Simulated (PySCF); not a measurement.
Isomers of C5H14NPSi2, one GFN2-xTB conformer each. Single-point energies are computed at PBE0/pcSseg-1 (PySCF, gas phase, no added dispersion term), electronic only.

```tsv
SMILES	GFN2-xTB relative energy (kJ/mol)
C[Si@@H](CC#N)CC[SiH2]P	145.7
C=C(C)[Si@@H](P)/C=C\[SiH2]N	171.8
C=C[C@@H]1C[C@@H]1[Si@H](P)N[SiH3]	21.1
C=C(C)[Si@@H](P)/C=C/[SiH2]N	177.2
C=C(C)[Si@@H]1CC[Si@H](P)N1	3.7
C=C/C=C\CN([SiH3])[SiH2]P	13.0
C=C(C)[Si@@H]1CC[Si@@H](P)N1	0.0
C=C/C=C/CN([SiH3])[SiH2]P	8.4
```

Conformers: `[CH3:1][Si@@H:2]([CH2:3][C:4]#[N:5])[CH2:6][CH2:7][SiH2:8][PH2:9]` with C1–Si2–C3–C4 -168°, C1–Si2–C6–C7 179°, Si2–C6–C7–Si8 175°, C6–C7–Si8–P9 -47°, C7–Si8–P9–H -172° and 95°; `[CH2:1]=[C:2]([CH3:3])[Si@@H:4]([PH2:5])/[CH:6]=[CH:7]\[SiH2:8][NH2:9]` with C1–C2–Si4–P5 17°, C2–Si4–P5–H -111° and 157°, C2–Si4–C6–C7 -53°, C6–C7–Si8–N9 -19°, C7–Si8–N9–H -63° and 74°; `[CH2:1]=[CH:2][C@@H:3]1[CH2:4][C@@H:5]1[Si@H:6]([PH2:7])[NH:8][SiH3:9]` with C1–C2–C3–C4 -151°, C4–C5–Si6–P7 -6°, C5–Si6–P7–H 72° and 164°, C5–Si6–N8–Si9 138°; `[CH2:1]=[C:2]([CH3:3])[Si@@H:4]([PH2:5])/[CH:6]=[CH:7]/[SiH2:8][NH2:9]` with C1–C2–Si4–P5 1°, C2–Si4–P5–H 166° and 74°, C2–Si4–C6–C7 172°, C6–C7–Si8–N9 -147°, C7–Si8–N9–H 50° and -172°; `[CH2:1]=[C:2]([CH3:3])[Si@@H:4]1[CH2:5][CH2:6][Si@H:7]([PH2:8])[NH:9]1` with C1–C2–Si4–C5 77°, C6–Si7–P8–H 77° and 170°, C2–Si4–C5–C6 -144°, Si4–C5–C6–Si7 36°, C5–C6–Si7–P8 85°, C6–Si7–N9–Si4 12°; `[CH2:1]=[CH:2]/[CH:3]=[CH:4]\[CH2:5][N:6]([SiH3:7])[SiH2:8][PH2:9]` with C1–C2–C3–C4 -178°, C3–C4–C5–N6 -107°, C4–C5–N6–Si7 -76°, C5–N6–Si8–P9 41°, N6–Si8–P9–H 162° and 70°; `[CH2:1]=[C:2]([CH3:3])[Si@@H:4]1[CH2:5][CH2:6][Si@@H:7]([PH2:8])[NH:9]1` with C1–C2–Si4–C5 101°, C6–Si7–P8–H -77° and -169°, C2–Si4–C5–C6 -147°, Si4–C5–C6–Si7 39°, C5–C6–Si7–P8 -146°, C6–Si7–N9–Si4 10°; `[CH2:1]=[CH:2]/[CH:3]=[CH:4]/[CH2:5][N:6]([SiH3:7])[SiH2:8][PH2:9]` with C1–C2–C3–C4 179°, C3–C4–C5–N6 110°, C4–C5–N6–Si7 -83°, C5–N6–Si8–P9 19°, N6–Si8–P9–H 79° and 172°.

Question: What does PBE0/pcSseg-1 give for the same structures?

Answer: 
```csv
SMILES,PBE0/pcSseg-1 E (Eh),PBE0/pcSseg-1 (kJ/mol),GFN2-xTB (kJ/mol),point group
C=C(C)[Si@@H]1CC[Si@@H](P)N1,-1173.35384,0.0,0.0,C1
C=C(C)[Si@@H]1CC[Si@H](P)N1,-1173.35363,0.6,3.7,C1
C[Si@@H](CC#N)CC[SiH2]P,-1173.30890,118.0,145.7,C1
C=C[C@@H]1C[C@@H]1[Si@H](P)N[SiH3],-1173.29242,161.2,21.1,C1
C=C(C)[Si@@H](P)/C=C/[SiH2]N,-1173.28660,176.5,177.2,C1
C=C(C)[Si@@H](P)/C=C\[SiH2]N,-1173.28626,177.4,171.8,C1
C=C/C=C/CN([SiH3])[SiH2]P,-1173.27603,204.3,8.4,C1
C=C/C=C\CN([SiH3])[SiH2]P,-1173.27456,208.1,13.0,C1
```

Both levels put the same isomer lowest; measured from each level's own lowest isomer, the values differ by up to 195.9 kJ/mol (C=C/C=C/CN([SiH3])[SiH2]P: 8.4 against 204.3). As drawn, the lowest has an N–H bond and an Si–C bond, which the highest lacks. Neighbours under 10 kJ/mol apart (C=C(C)[Si@@H]1CC[Si@@H](P)N1 and C=C(C)[Si@@H]1CC[Si@H](P)N1; C=C(C)[Si@@H](P)/C=C/[SiH2]N and C=C(C)[Si@@H](P)/C=C\[SiH2]N; C=C/C=C/CN([SiH3])[SiH2]P and C=C/C=C\CN([SiH3])[SiH2]P) can change places with a better method, another conformer or zero-point energy. C=C(C)[Si@@H]1CC[Si@@H](P)N1 and C=C(C)[Si@@H]1CC[Si@H](P)N1 are stereoisomers, 0.6 kJ/mol apart in the conformers taken. C=C(C)[Si@@H](P)/C=C/[SiH2]N and C=C(C)[Si@@H](P)/C=C\[SiH2]N are stereoisomers, 0.9 kJ/mol apart in the conformers taken. C=C/C=C/CN([SiH3])[SiH2]P and C=C/C=C\CN([SiH3])[SiH2]P are stereoisomers, 3.8 kJ/mol apart in the conformers taken.

Question: Which frontier levels, dipoles and rotational constants go with these structures?

Answer: 
```
                            SMILES  HOMO (eV, PBE0/pcSseg-1)  LUMO (eV)  dipole (D)       A, B, C (MHz)
      C=C(C)[Si@@H]1CC[Si@@H](P)N1                     -6.99      -0.04        1.14  2297, 485.9, 442.3
       C=C(C)[Si@@H]1CC[Si@H](P)N1                     -6.87      -0.17        0.56  1628, 610.3, 519.1
           C[Si@@H](CC#N)CC[SiH2]P                     -7.49       0.36        4.42  1186, 484.6, 408.4
C=C[C@@H]1C[C@@H]1[Si@H](P)N[SiH3]                     -6.82       0.03        1.58  1104, 775.2, 599.1
      C=C(C)[Si@@H](P)/C=C/[SiH2]N                     -7.10      -1.06        1.88  1455, 417.8, 340.7
      C=C(C)[Si@@H](P)/C=C\[SiH2]N                     -7.12      -1.06        1.52  1013, 812.0, 694.2
         C=C/C=C/CN([SiH3])[SiH2]P                     -6.64      -0.86        0.53  1226, 522.3, 399.1
         C=C/C=C\CN([SiH3])[SiH2]P                     -6.60      -0.87        0.57  1095, 708.1, 478.5
```

Question: As an exercise, what shares would exp(−E/RT) give at 2000 K from these electronic energies alone (no entropy, no degeneracies)?

Answer: RT = 16.629 kJ/mol: C=C(C)[Si@@H]1CC[Si@@H](P)N1 50.8 %, C=C(C)[Si@@H]1CC[Si@H](P)N1 49.1 %, C[Si@@H](CC#N)CC[SiH2]P under 0.1 %, C=C[C@@H]1C[C@@H]1[Si@H](P)N[SiH3] under 0.1 %, C=C(C)[Si@@H](P)/C=C/[SiH2]N under 0.1 %, C=C(C)[Si@@H](P)/C=C\[SiH2]N under 0.1 %, C=C/C=C/CN([SiH3])[SiH2]P under 0.1 %, C=C/C=C\CN([SiH3])[SiH2]P under 0.1 %.
